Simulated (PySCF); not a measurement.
Geometry:
| atom | x (Å) | y (Å) | z (Å) |
| --- | --- | --- | --- |
| N1 | -2.758 | -0.670 | -0.229 |
| N2 | -1.898 | 0.391 | -0.067 |
| C3 | -0.529 | 0.262 | 0.000 |
| C4 | 0.089 | -0.990 | 0.156 |
| C5 | 1.476 | -1.085 | 0.244 |
| C6 | 2.279 | 0.051 | 0.180 |
| C7 | 1.668 | 1.298 | 0.024 |
| C8 | 0.287 | 1.408 | -0.066 |
| H9 | -2.816 | -1.220 | 0.626 |
| H10 | -2.452 | -1.290 | -0.983 |
| H11 | -2.269 | 1.283 | -0.366 |
| H12 | -0.523 | -1.892 | 0.213 |
| H13 | 1.933 | -2.070 | 0.367 |
| H14 | 3.365 | -0.031 | 0.248 |
| H15 | 2.279 | 2.203 | -0.031 |
| H16 | -0.179 | 2.390 | -0.188 |

Geometry: PBE0-D3(BJ)/def2-SVP; GIAO shifts from PySCF, gas phase, non-relativistic, averaged over equivalent atoms.

At wB97X-D/pcSseg-1 (176 basis functions, 25 s wall time on 1 thread of an Arm Neoverse V1, shared host):
| atoms | δ (ppm) |
| --- | --- |
| N2 | 100.1 |
| N1 | 65.2 |
| C3 | 156.8 |
| C5/C7 | 137.0 |
| C6 | 122.7 |
| C4/C8 | 112.2 |
| H13/H15 | 7.31 |
| H14 | 6.76 |
| H12/H16 | 6.42 |
| H11 | 4.36 |
| H9/H10 | 2.53 |

Shifts are taken against calculated references (same method and geometry level): NH3 for $^{15}$N (σref 263.98); TMS for $^{13}$C (σref 184.54), $^{1}$H (σref 31.38).

Q: What do these become at BP86/pcSseg-1?

A: 
```
  atoms  δ at BP86/pcSseg-1  change
     N2               114.1   +14.0
     N1                71.1    +5.9
     C3               151.6    -5.2
  C5/C7               131.8    -5.2
     C6               119.6    -3.1
  C4/C8               109.1    -3.1
H13/H15                7.08   -0.23
    H14                6.60   -0.16
H12/H16                6.25   -0.17
    H11                4.47   +0.11
 H9/H10                2.51   -0.02
```

Shifts are taken against calculated references (same method and geometry level): $^{15}$N (263.10 ppm) against NH3; $^{13}$C (179.74 ppm) and $^{1}$H (31.27 ppm) against TMS.

The largest change is at N2 (nitrogen bonded to O or N). Cost: 176 basis functions, 30 s wall time on 1 thread of an Arm Neoverse V1, shared host. The order of the carbon signals is the same at both levels.

Experimental scales use liquid or dissolved standards, which lie at an offset from isolated NH3 (liquid NH3: subtract about 20 ppm).
